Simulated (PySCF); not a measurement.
A calculated (UHF, PySCF 2.14, x2c-TZVPPall, scalar relativity by spin-free X2C-1e) atom or ion has these occupied shells.

| shell | electrons | orbital energy (eV) | rms radius, mean of both spins (bohr) |
| --- | --- | --- | --- |
| 1s β | 1 | -19097.8 | 0.0415 |
| 1s α | 1 | -19097.7 | 0.0415 |
| 2s α | 1 | -2754.6 | 0.171 |
| 2s β | 1 | -2754.0 | 0.171 |
| 2p α | 3 | -2455.2 | 0.152 |
| 2p β | 3 | -2454.7 | 0.152 |
| 3s α | 1 | -500.58 | 0.471 |
| 3s β | 1 | -500.29 | 0.471 |
| 3p α | 3 | -399.89 | 0.478 |
| 3p β | 3 | -399.52 | 0.478 |
| 3d α | 5 | -235.00 | 0.473 |
| 3d β | 5 | -234.18 | 0.473 |
| 4s α | 1 | -85.118 | 1.24 |
| 4s β | 1 | -81.492 | 1.24 |
| 4p α | 3 | -56.482 | 1.39 |
| 4p β | 3 | -51.466 | 1.39 |
| 4d α | 3 | -18.655 | 2.05 |
| 5p α | 1 | -9.164 | 4.59 |

Task: Name the element and its charge.

Result: Nb+ (niobium, charge +1), in [Kr] 4d3 5p1, one real determinant (an excited configuration).
